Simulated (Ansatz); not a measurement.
Coupled-cluster diagnostics for SbMe2H (C₂H₇Sb), Ansatz.

Geometry of the singlet (PBE0-D4/def2-SVP):

```
atom    x (Å)    y (Å)    z (Å)
  C1  -0.7223   1.1528   0.8738
  C2   0.2987  -1.3370  -0.8587
 Sb3   0.9817  -0.1975   0.8625
  H4  -1.5987   0.6182   1.2676
  H5  -0.9403   1.5140  -0.1404
  H6  -0.5105   2.0094   1.5293
  H7   1.1222  -1.9561  -1.2419
  H8  -0.0555  -0.6671  -1.6541
  H9  -0.5216  -1.9989  -0.5460
 H10   1.9463   0.8622  -0.0920
```

In the def2 sets Sb takes a core potential; there is no spin–orbit coupling. Correlated methods freeze 6 core orbitals; core or outer-core shells of Sb are correlated, in sets that lack core-valence functions.

Task: Estimate the CCSD(T) correlation energy, the shares of MP2 and (T), T1 and the reference's ⟨S²⟩ for: charge 0, singlet, own geometry in def2-TZVP; and the rough time on 2 threads of Arm Neoverse V2 on a shared host.

Result: 
```
                          state      basis  correlation (eV)  MP2 share (%)  (T) share (%)     T1  ⟨S²⟩ (pure)  wall time
charge 0, singlet, own geometry  def2-TZVP           -20.580           92.9            3.3  0.012  0.00 (0.00)       40 s
```
Customary marks for T1 are 0.02 (closed shells), 0.045 (open shells) and about 0.05 (3d metals). T1 stays under 0.02 throughout.
